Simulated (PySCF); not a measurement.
Isomers of C6H12Si, from PBE0-D3(BJ)/def2-SVP geometry optimisation, gas phase (PySCF). One conformer each, no zero-point energy, no frequencies.

Problem. Which is lowest in electronic energy at this level?
A. Si(vinyl)2Me2 (`C=C[Si](C)(C)C=C`): A = 2090, B = 1825, C = 1421 MHz, dipole 0.07 D
B. `CC(C)=C=C(C)[SiH3]`: A = 3133, B = 1081, C = 995.1 MHz, dipole 1.11 D
C. `[H][Si]([H])(CC=C)CC=C` (Si(eta1-allyl)2H2): A = 8784, B = 725.5, C = 717.5 MHz, dipole 0.85 D

Solution. A. That is Si(vinyl)2Me2, `C=C[Si](C)(C)C=C`, 13.3 kcal/mol below the next.

```json
{"SMILES": "C=C[Si](C)(C)C=C", "mapped SMILES": "–", "E (Eh)": "-524.67129", "relative (kcal/mol)": "0.0", "relative (kJ/mol)": "0.0", "dipole (D)": "0.07"}
{"SMILES": "[H][Si]([H])(CC=C)CC=C", "mapped SMILES": "–", "E (Eh)": "-524.65011", "relative (kcal/mol)": "13.3", "relative (kJ/mol)": "55.6", "dipole (D)": "0.85"}
{"SMILES": "CC(C)=C=C(C)[SiH3]", "mapped SMILES": "[CH3:1][C:2]([CH3:3])=[C:4]=[C:5]([CH3:6])[SiH3:7]", "E (Eh)": "-524.64078", "relative (kcal/mol)": "19.1", "relative (kJ/mol)": "80.1", "dipole (D)": "1.11"}
```
